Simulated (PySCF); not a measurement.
# Excitation energy of Cu by level of theory

Cu [Ar] 3d10 4s1 (2S) → Cu [Ar] 3d10 4p1 (2P), as a difference of total energies. Calculation: PySCF 2.14, in ANO-RCC-VTZP (6s5p3d2f1g, 59 functions); scalar relativity by spin-free X2C-1e. Correlated levels: valence and next inner shell: [Ne] frozen. The calculations carry no spin-orbit coupling.

```tsv
method	excitation energy (eV)	error (eV)
UHF	3.892	+0.086
MP2 (valence and next inner shell)	4.296	+0.490
SCS-MP2 (valence and next inner shell)	4.250	+0.444
CCSD (valence and next inner shell)	4.221	+0.415
CCSD(T) (valence and next inner shell)	4.277	+0.471
```

Reference: 3.806 eV (measured; NIST levels, between the centres of gravity of the two terms).

Errors of the correlated levels include the incompleteness of this basis and the frozen core.

The basis was made for the ground configuration and has no added diffuse functions, so the excitation energy can come out too high.
